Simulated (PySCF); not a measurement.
`C=CC1=C[C@H](C=C)C=C1`, C$_{9}$H$_{10}$

Molfile (atoms numbered from 1):
```
C9H10
     RDKit          3D

 19 19  0  0  0  0  0  0  0  0999 V2000
    3.5415   -0.4955   -0.0407 C   0  0  0  0  0  0  0  0  0  0  0  0
    2.4532   -0.2403    0.6769 C   0  0  0  0  0  0  0  0  0  0  0  0
    1.1417    0.0535    0.1402 C   0  0  0  0  0  0  0  0  0  0  0  0
    0.0385    0.3292    0.8688 C   0  0  0  0  0  0  0  0  0  0  0  0
   -1.1319    0.5818   -0.0315 C   0  0  2  0  0  0  0  0  0  0  0  0
   -2.2433   -0.3970    0.2147 C   0  0  0  0  0  0  0  0  0  0  0  0
   -3.4688   -0.0589    0.5676 C   0  0  0  0  0  0  0  0  0  0  0  0
   -0.5162    0.4158   -1.3910 C   0  0  0  0  0  0  0  0  0  0  0  0
    0.7791    0.1122   -1.2727 C   0  0  0  0  0  0  0  0  0  0  0  0
    3.5306   -0.5032   -1.1173 H   0  0  0  0  0  0  0  0  0  0  0  0
    4.4892   -0.7066    0.4252 H   0  0  0  0  0  0  0  0  0  0  0  0
    2.5094   -0.2407    1.7591 H   0  0  0  0  0  0  0  0  0  0  0  0
   -0.0398    0.3574    1.9404 H   0  0  0  0  0  0  0  0  0  0  0  0
   -1.5158    1.5988    0.1020 H   0  0  0  0  0  0  0  0  0  0  0  0
   -1.9660   -1.4347    0.0877 H   0  0  0  0  0  0  0  0  0  0  0  0
   -3.7597    0.9709    0.6993 H   0  0  0  0  0  0  0  0  0  0  0  0
   -4.2346   -0.7961    0.7395 H   0  0  0  0  0  0  0  0  0  0  0  0
   -1.0848    0.5248   -2.2965 H   0  0  0  0  0  0  0  0  0  0  0  0
    1.4680   -0.0621   -2.0792 H   0  0  0  0  0  0  0  0  0  0  0  0
  1  2  2  0
  2  3  1  0
  3  4  2  0
  4  5  1  0
  5  6  1  0
  6  7  2  0
  5  8  1  0
  8  9  2  0
  9  3  1  0
  1 10  1  0
  1 11  1  0
  2 12  1  0
  4 13  1  0
  5 14  1  6
  6 15  1  0
  7 16  1  0
  7 17  1  0
  8 18  1  0
  9 19  1  0
M  END
```

The calculation used GIAO B97-2/pcSseg-1 magnetisability, rotational g tensor and spin-rotation constants, non-relativistic, gas phase in PySCF. Geometry: GFN2-xTB.

Give the nuclear spin-rotation constants along the inertial axes (H = +C I·J) beside the isotropic shieldings.

Rotational constants 5.0896, 0.8876, 0.7973 GHz. A star marks the isotopologue with that one atom substituted, in its own axes.
```csv
atom,isotope,Caa (kHz),Cbb (kHz),Ccc (kHz),mean (kHz),σ (ppm)
H10,1H,-0.476,0.075,-0.088,-0.163,26.1
H11,1H,0.251,-0.053,-0.090,0.036,26.4
H12,1H,-0.490,0.092,-0.085,-0.161,25.0
H13,1H,-0.502,0.093,-0.093,-0.168,25.5
H14,1H,-0.344,-0.103,0.020,-0.142,28.1
H15,1H,-0.451,-0.106,0.064,-0.164,26.6
H16,1H,-0.395,-0.106,0.059,-0.147,26.3
H17,1H,-0.096,-0.091,-0.002,-0.063,26.4
H18,1H,-0.260,0.056,-0.094,-0.100,25.3
H19,1H,-0.083,0.018,-0.081,-0.049,24.8
C1,13C*,1.788,0.347,0.108,0.748,68.4
C2,13C*,1.834,0.403,0.120,0.786,50.0
C3,13C*,1.981,0.409,0.143,0.845,37.2
C4,13C*,1.786,0.415,0.146,0.782,43.3
C5,13C*,1.165,0.184,0.158,0.502,123.4
C6,13C*,1.647,0.147,0.396,0.730,45.8
C7,13C*,1.460,0.139,0.354,0.651,66.2
C8,13C*,1.726,0.435,0.140,0.767,41.6
C9,13C*,1.646,0.418,0.130,0.731,52.5
```
For the geometry as given, no vibrational averaging.
